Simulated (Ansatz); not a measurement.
Consider the formal exchange of groups at the Al–O bond: `[SiH3][O][AlH][SiH3]` + `C[CH2][AlH2]` → `C[CH2][AlH][AlH][SiH3]` + `O[SiH3]`.

Isolated molecules relaxed with PBE0-D4/def2-TZVP in Ansatz; ΔE leaves out vibrations. CCSD(T)/CBS adds triple-zeta CCSD(T) − MP2 to the extrapolated MP2 energy (def2 sets, frozen cores). Functionals use def2-TZVPP. B3LYP here is the variant with VWN-RPA as its local correlation; programs differ in this. Each species was taken in one conformer, which may not be the lowest.

`[SiH3][O][AlH][SiH3]`:

Cartesian coordinates in Å:
```
Si -2.122 -0.816 -0.771
O -0.542 -0.513 -1.000
Al 1.071 -0.061 -0.807
Si 1.740 0.933 1.332
H -2.514 -0.533 0.638
H -2.937 0.040 -1.673
H -2.411 -2.244 -1.068
H 2.033 -0.301 -2.042
H 0.764 0.641 2.418
H 3.078 0.440 1.769
H 1.841 2.416 1.203
```

`C[CH2][AlH2]`:

Cartesian coordinates in Å:
```
C -0.858 0.402 -0.938
C 0.071 -0.589 -0.239
Al 0.990 0.041 1.371
H -1.330 -0.029 -1.826
H -0.322 1.299 -1.260
H -1.661 0.738 -0.276
H 0.843 -0.946 -0.935
H -0.478 -1.501 0.035
H 1.965 -0.939 2.161
H 0.779 1.525 1.907
```

`C[CH2][AlH][AlH][SiH3]`:

```xyz
15

C    -1.592   -1.174   -1.188
C    -2.151   -0.773    0.175
Al   -0.844   -0.169    1.518
Al    1.688   -0.073    0.967
Si    2.715    1.832   -0.217
H    -1.064   -0.344   -1.667
H    -2.374   -1.498   -1.882
H    -0.878   -1.999   -1.104
H    -2.713   -1.606    0.621
H    -2.895    0.028    0.066
H    -1.410    0.298    2.940
H     2.694   -1.268    1.312
H     4.063    2.205    0.303
H     2.888    1.475   -1.659
H     1.873    3.064   -0.185
```

`O[SiH3]`:

Cartesian coordinates in Å:
```
O 0.290 0.295 -1.213
Si 0.052 0.008 0.392
H -0.325 -0.096 -1.834
H -1.272 0.514 0.850
H 1.137 0.726 1.099
H 0.119 -1.446 0.706
```

```json
{"level": "r2SCAN-D4", "ΔE (kJ/mol)": "154.8", "difference from CCSD(T)/CBS": "-1.5"}
{"level": "PBE0-D4", "ΔE (kJ/mol)": "138.6", "difference from CCSD(T)/CBS": "-17.7"}
{"level": "B3LYP-D4", "ΔE (kJ/mol)": "162.3", "difference from CCSD(T)/CBS": "6.0"}
{"level": "r2SCAN", "ΔE (kJ/mol)": "154.9", "difference from CCSD(T)/CBS": "-1.4"}
{"level": "HF/def2-TZVPP", "ΔE (kJ/mol)": "176.1", "difference from CCSD(T)/CBS": "19.8"}
{"level": "MP2/def2-TZVPP", "ΔE (kJ/mol)": "166.3", "difference from CCSD(T)/CBS": "10.0"}
{"level": "MP2/def2-QZVPP", "ΔE (kJ/mol)": "168.0", "difference from CCSD(T)/CBS": "11.7"}
{"level": "HF/CBS(def2)", "ΔE (kJ/mol)": "179.2", "difference from CCSD(T)/CBS": "22.9"}
{"level": "MP2/CBS(def2)", "ΔE (kJ/mol)": "167.6", "difference from CCSD(T)/CBS": "11.3"}
{"level": "CCSD/CBS(def2)", "ΔE (kJ/mol)": "159.3", "difference from CCSD(T)/CBS": "3.0"}
{"level": "CCSD(T)/CBS", "ΔE (kJ/mol)": "156.3", "difference from CCSD(T)/CBS": "0"}
```

Largest T1 diagnostic among the species: 0.013.

In def2-TZVPP, CCSD(T) changes the Hartree–Fock value by −21.0 kJ/mol (the triples alone add −2.9 kJ/mol) and MP2 by −9.8 kJ/mol. From PBE to PBE0 (25 % exact exchange), in def2-TZVPP and without D4, ΔE moves by +6.3 kJ/mol.
